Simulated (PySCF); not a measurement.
Sn(F)2(Cl)(OMe) (CH3ClF2OSn), SMILES C[O][Sn]([F])([F])[Cl].

The structure is a stationary point at PBE0-D3(BJ)/def2-SVP. The structure was generated by enumeration; whether it is a known compound was not checked. The def2 effective core potentials stand for the cores of Sn; spin–orbit coupling is left out. The values are those of a single conformer.

Vertical ionisation energy (IE) and electron affinity (EA) in eV. Rows of orbital energies are one-electron estimates. Where ΔSCF, EOM or ADC give a negative EA the extra electron is unbound and the value depends on the basis.

```csv
level,IE,EA
"−ε(HOMO), −ε(LUMO), r2SCAN/def2-TZVP (PySCF)",7.69,3.85
"−ε(HOMO), −ε(LUMO), PBE/def2-TZVP (PySCF)",7.32,4.03
```
